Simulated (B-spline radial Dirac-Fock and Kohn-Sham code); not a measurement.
**Au⁵⁺: eigenvalues, ΔSCF and the reference**

System: the Au⁵⁺ ion in the configuration [Xe] 4f14 5d6.

The density-functional columns are spherical, spin-unpolarised Dirac-Kohn-Sham results without Breit or QED terms: −ε is minus the orbital energy of the initial state and ΔSCF the difference of two total energies. The reference in the last column comes from Dirac-Fock energy differences between relaxed states, corrected for Breit and QED terms. All numbers are from a radial B-spline solver, in eV; a selection of levels is shown. For the 1s level of heavy atoms much of the gap between ΔSCF and the reference is the Breit and QED part, -435.2 eV here; for other levels the error of the functional can be larger.

```csv
level,LDA −ε,LDA ΔSCF,PBE −ε,PBE ΔSCF,Dirac-Fock
K,80616.0,81226.8,80680.5,81293.4,80802.7
L1,14273.7,14388.8,14283.2,14398.0,14444.6
L2,13699.5,13847.8,13703.9,13852.1,13817.2
L3,11866.0,11990.7,11868.4,11992.9,12002.5
M1,3422.3,3457.7,3424.8,3460.1,3516.5
M2,3162.4,3200.5,3163.3,3201.3,3237.4
M3,2757.8,2792.2,2758.3,2792.5,2832.5
M4,2323.0,2363.9,2322.7,2363.6,2375.1
M5,2235.9,2275.5,2235.6,2275.1,2289.6
N1,797.2,814.7,798.4,815.9,850.4
N2,686.1,703.6,686.6,704.1,731.0
N3,588.9,605.5,589.5,606.1,633.4
N4,406.4,422.8,406.3,422.7,438.0
N5,388.2,404.4,388.2,404.4,419.9
N6,153.8,169.4,153.3,168.9,167.5
N7,150.0,165.4,149.5,165.0,163.8
O1,177.4,187.8,177.0,187.4,194.0
O2,140.7,150.6,140.2,150.1,152.3
O3,123.2,132.5,122.9,132.3,134.9
"O4,5",70.49,78.46,70.19,78.15,76.81
```

Q: Order the estimates of the K (1s) level by their distance from the Dirac-Fock value, nearest first.
A. PBE −ε
B. LDA −ε
C. PBE ΔSCF
D. LDA ΔSCF

A: A (122.2 eV), B (186.7 eV), D (424.1 eV), C (490.7 eV).

An eigenvalue near the reference for a deep level is a cancellation of errors: it lacks relaxation, carries self-interaction and omits Breit and QED terms.

Values without a named source are computed, but for edge energies of neutral atoms, which are taken from tables.
